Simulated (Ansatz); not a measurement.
H5InSeSi (`[SiH3][InH][SeH]`), 8 atoms. Total charge 0; spin multiplicity 1. Correlated methods include outer-core shells of In, Se, which these sets cover unevenly. Scalar relativity is left out up to krypton. In: def2 effective core potential. All runs use 4 threads of an Intel Xeon Platinum 8488C on a shared host. Correlated methods freeze the cores.

Q: Give the basis size and wall time and peak host memory of each of these runs in Ansatz. RKS PBE0-D4/def2-SVP energy; RKS ωB97M-V/def2-QZVPP energy; RHF-MP2/def2-QZVPP energy; RKS B2PLYP (frozen core)/def2-TZVPP energy; RKS PBE0-D4/def2-TZVP relaxation (24 steps); direct RPA on PBE orbitals/def2-TZVPP energy; RKS PBE-QIDH (frozen core)/def2-TZVPP energy; RHF-CCSD(T)/def2-TZVPP energy; RKS BLYP-D4/def2-TZVPP energy; RHF-CCSD(T)/def2-SVP energy; RKS HSE06 (plane-wave form)-D4/def2-TZVPP energy; RKS PBE0-D4/def2-TZVP frequencies. (Estimate.)

A: Computed: Other jobs shared the machine, so times are rough.

| level | job | functions | wall time | peak host memory (GiB) |
| --- | --- | --- | --- | --- |
| RKS PBE0-D4/def2-SVP | energy | 101 | 0.95 s | 0.24 |
| RKS BLYP-D4/def2-TZVPP | energy | 210 | 1.4 s | 0.29 |
| RKS HSE06 (plane-wave form)-D4/def2-TZVPP | energy | 210 | 2.2 s | 0.69 |
| direct RPA on PBE orbitals/def2-TZVPP | energy | 210 | 3.2 s | 0.49 |
| RHF-CCSD(T)/def2-SVP | energy | 101 | 3.3 s | 0.44 |
| RKS B2PLYP (frozen core)/def2-TZVPP | energy | 210 | 3.7 s | 0.56 |
| RKS PBE-QIDH (frozen core)/def2-TZVPP | energy | 210 | 3.7 s | 0.56 |
| RKS ωB97M-V/def2-QZVPP | energy | 391 | 11 s | 1.7 |
| RHF-MP2/def2-QZVPP | energy | 391 | 12 s | 1.8 |
| RKS PBE0-D4/def2-TZVP | relaxation (24 steps) | 165 | 54 s | 0.49 |
| RHF-CCSD(T)/def2-TZVPP | energy | 210 | 56 s | 3 |
| RKS PBE0-D4/def2-TZVP | frequencies | 165 | 78 s | 0.49 |
